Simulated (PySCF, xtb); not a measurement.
BH4O2P, SMILES B(P)(O)O.

GFN2-xTB (xtb) at its own geometry gives an orbital gap of 5.23 eV and a dipole moment of 4.61 D.

Coordinates come from a B3LYP-D3(BJ)/def2-SVP optimisation. The values are those of a single conformer.

Task: What does PBE0/def2-TZVPD (PySCF) give? (An estimate is asked for; the answer gives what the named calculation found.)

Result: gap 6.64 eV (levels -7.25 and -0.61 eV), dipole 3.23 D.
